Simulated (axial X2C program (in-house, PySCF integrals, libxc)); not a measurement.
# Outer orbitals of AsF at 1.747 Å, BHandHLYP

Calculated with an axial X2C code built on PySCF integrals. Spin-free means the one-electron spin-free X2C Hamiltonian; two-component (2c) means X2C with spin–orbit coupling and atomic mean-field two-electron Coulomb and Gaunt terms, so the difference of the two also holds small scalar two-electron terms. Basis: As dyall-cv3z [9s9p6d4f1g], F dyall-av3z [7s6p3d2f] (cores contracted in-house); Gaussian nuclei, density fitting, unrestricted open shells. Masses: As 74.922 u, F 18.998 u.

The distance is close to the 2c PBE0 minimum; the highest filled and lowest empty levels are listed.

Spin-free orbitals, state M_S = 1, Λ = 0 (beyond evenly filled blocks: π+α, π-α) (Löwdin shares):

```csv
symmetry,occupied,ε (eV),atomic character
σα,yes,-19.75,"56% As s, 35% F p, 5% F s"
σβ,yes,-17.97,"52% F p, 40% As s, 5% F s"
π+α,yes,-14.53,"90% F p, 6% As p, 2% As d"
π-α,yes,-14.53,"90% F p, 6% As p, 2% As d"
σα,yes,-13.85,"56% F p, 20% As p, 19% As s"
π+β,yes,-13.79,"92% F p, 4% As p, 2% As d"
π-β,yes,-13.79,"92% F p, 4% As p, 2% As d"
σβ,yes,-12.81,"39% F p, 34% As s, 22% As p"
π-α,yes,-7.88,"86% As p, 8% F p, 3% F d"
π+α,yes,-7.88,"86% As p, 8% F p, 3% F d"
π-β,no,-2.03,"86% As p, 8% F p, 3% F d"
π+β,no,-2.03,"86% As p, 8% F p, 3% F d"
σα,no,-0.31,"66% As p, 15% As d, 9% F p"
σβ,no,0.11,"65% As p, 14% As d, 9% F p"
```

Spinors with spin–orbit coupling (state Ω = 1):

| ω | occupied | ε (eV) | atomic character | λ mixture |
| --- | --- | --- | --- | --- |
| 1/2 | yes | -19.74 | 56% As s, 35% F p, 5% F s | 100% σ |
| -1/2 | yes | -17.97 | 52% F p, 41% As s, 5% F s | 100% σ |
| -1/2 | yes | -14.56 | 90% F p, 6% As p, 2% As d | 100% π |
| 3/2 | yes | -14.51 | 90% F p, 6% As p, 2% As d | 100% π |
| 1/2 | yes | -13.86 | 61% F p, 17% As p, 16% As s | 86% σ, 14% π |
| 1/2 | yes | -13.79 | 87% F p, 6% As p, 3% As s | 86% π, 14% σ |
| -3/2 | yes | -13.77 | 92% F p, 4% As p, 2% As d | 100% π |
| -1/2 | yes | -12.81 | 39% F p, 34% As s, 22% As p | 100% σ |
| -1/2 | yes | -7.98 | 85% As p, 8% F p, 3% F d | 100% π |
| 3/2 | yes | -7.78 | 86% As p, 8% F p, 3% F d | 100% π |
| 1/2 | no | -2.10 | 86% As p, 8% F p, 3% F d | 100% π |
| -3/2 | no | -1.96 | 86% As p, 8% F p, 3% F d | 100% π |
| 1/2 | no | -0.31 | 66% As p, 15% As d, 9% F p | 100% σ |
| -1/2 | no | 0.11 | 65% As p, 14% As d, 9% F p | 100% σ |

(1) How does the gap between the highest filled and lowest empty level change from the spin-free to the 2c table?

Mulliken charges and populations of the two-component result (they depend on the basis, above all on diffuse functions):

As 0.51 e (s 7.94 p 14.46 d 10.07 f 0.02), F -0.51 e (s 3.99 p 5.50 d 0.02). ⟨Lz⟩ = 0.00 ħ and ⟨Sz⟩ = 1.00 ħ (0.99 and 0.01 on the two atoms), which add up to Ω.

One determinant describes the state; a PBE0 search over occupations chose it and may have missed a lower one. Density functionals use the spin component along the axis (collinear). PBE0 can misorder states that lie within some tenths of an eV, so this need not be the ground state of the molecule. The nearest other spin-free determinant of the search, M_S = 0, Λ = 2, lies 0.96 eV up at the distance of the search. With several unpaired electrons one determinant need not be a pure state. Open-shell Ω = 0 determinants with evenly filled partner blocks cannot be reached by this program, so the Ω shown need not be the lowest component. This is the Ω = 1 component of a π² triplet; the 0⁺ component is not one determinant and can lie lowest.

Results:

(1) From 5.85 to 5.68 eV at BHandHLYP, a change of -0.17 eV.
